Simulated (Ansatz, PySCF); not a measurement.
MoF₅, SMILES [F][Mo+]([F])([F])([F])[F], charge +1, multiplicity 1. Atoms are numbered in the order given.

```xyz
6

Mo     0.0000     0.0000     0.0000
F      0.0000     0.0000     1.7876
F      0.0000     0.0000    -1.7876
F     -1.7583     0.0000     0.0000
F      0.8792     1.5227     0.0000
F      0.8792    -1.5227     0.0000
```
Charge +1, spin multiplicity 1.

Coordinates come from a PBE0-D3(BJ)/def2-SVP optimisation. The multiplicity is an assumed one; no other spin state was optimised. The isomer is the one that the SMILES or the coordinates give; other isomers of the formula were not compared. The def2 effective core potentials stand for the cores of Mo; spin–orbit coupling is left out.

Two levels are set side by side: PBE-D3(BJ)/def2-SVP (Ansatz, a quantum-chemistry and plane-wave program) and PBE0-D3(BJ)/def2-SVP (Ansatz). Each level has its own optimised geometry; the coordinates shown are those of the second. Frequencies come from the Hessian of PySCF at each geometry. Differences are taken from unrounded values.

```tsv
quantity	PBE0-D3(BJ)
mean bond length (Å)	1.770
bond Mo1–F2 (Å)	1.788
bond Mo1–F3 (Å)	1.788
bond Mo1–F4 (Å)	1.758
bond Mo1–F5 (Å)	1.758
bond Mo1–F6 (Å)	1.758
highest harmonic wavenumber (cm⁻¹)	852
mean harmonic wavenumber (cm⁻¹)	475
zero-point energy (kcal/mol)	8.16
```

### Question
What does PBE-D3(BJ) give, and how far is it from PBE0-D3(BJ)? (An estimate is asked for; the answer gives what the named calculation found.)

### Answer

```json
[
 {"quantity": "mean bond length (Å)", "PBE-D3(BJ)": "1.796", "PBE-D3(BJ) minus PBE0-D3(BJ)": "0.026"},
 {"quantity": "bond Mo1–F2 (Å)", "PBE-D3(BJ)": "1.814", "PBE-D3(BJ) minus PBE0-D3(BJ)": "0.027"},
 {"quantity": "bond Mo1–F3 (Å)", "PBE-D3(BJ)": "1.814", "PBE-D3(BJ) minus PBE0-D3(BJ)": "0.027"},
 {"quantity": "bond Mo1–F4 (Å)", "PBE-D3(BJ)": "1.783", "PBE-D3(BJ) minus PBE0-D3(BJ)": "0.025"},
 {"quantity": "bond Mo1–F5 (Å)", "PBE-D3(BJ)": "1.783", "PBE-D3(BJ) minus PBE0-D3(BJ)": "0.025"},
 {"quantity": "bond Mo1–F6 (Å)", "PBE-D3(BJ)": "1.783", "PBE-D3(BJ) minus PBE0-D3(BJ)": "0.025"},
 {"quantity": "highest harmonic wavenumber (cm⁻¹)", "PBE-D3(BJ)": "808", "PBE-D3(BJ) minus PBE0-D3(BJ)": "-45"},
 {"quantity": "mean harmonic wavenumber (cm⁻¹)", "PBE-D3(BJ)": "451", "PBE-D3(BJ) minus PBE0-D3(BJ)": "-24"},
 {"quantity": "zero-point energy (kcal/mol)", "PBE-D3(BJ)": "7.74", "PBE-D3(BJ) minus PBE0-D3(BJ)": "-0.42"}
]
```

Exact exchange shortens and stiffens bonds; PBE has none. Differences between two approximate levels are no errors against the true value.
